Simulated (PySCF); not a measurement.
Isomers of C3H6OSi. Method used: PBE0-D3(BJ)/def2-SVP geometry optimisation, gas phase (PySCF 2.14.0). One conformer each; no zero-point energy, no entropy. No frequencies were run at this level. Point groups hold within 0.08 Å.

Question: Order them by energy at this level, lowest first, and give relative energies in kJ/mol.
A. `[SiH3:1][O:2][CH:3]1[CH:4]=[CH:5]1` with Si1–O2–C3–C4 153°
B. `[CH2:1]=[CH:2][SiH2:3][CH:4]=[O:5]` with C1–C2–Si3–C4 113°, C2–Si3–C4–O5 108°
C. `[CH:1]#[C:2][SiH2:3][O:4][CH3:5]` with C2–Si3–O4–C5 -58°

Answer: C (0.0), B (25.0), A (72.9).

As drawn, the lowest has a C≡C bond and an Si–C bond, which the highest lacks; the highest has a three-membered ring and a C=C bond outside aromatic rings, which the lowest lacks.

```
       SMILES      E (Eh)  E rel (kJ/mol)  dipole (D)  point group      A, B, C (MHz)
  C#C[SiH2]OC  -482.02233             0.0        1.46           C1   7108, 2539, 1988
 C=C[SiH2]C=O  -482.01281            25.0        2.66           C1  10364, 1904, 1776
[SiH3]OC1C=C1  -481.99456            72.9        1.32           C1  14735, 2194, 2061
```
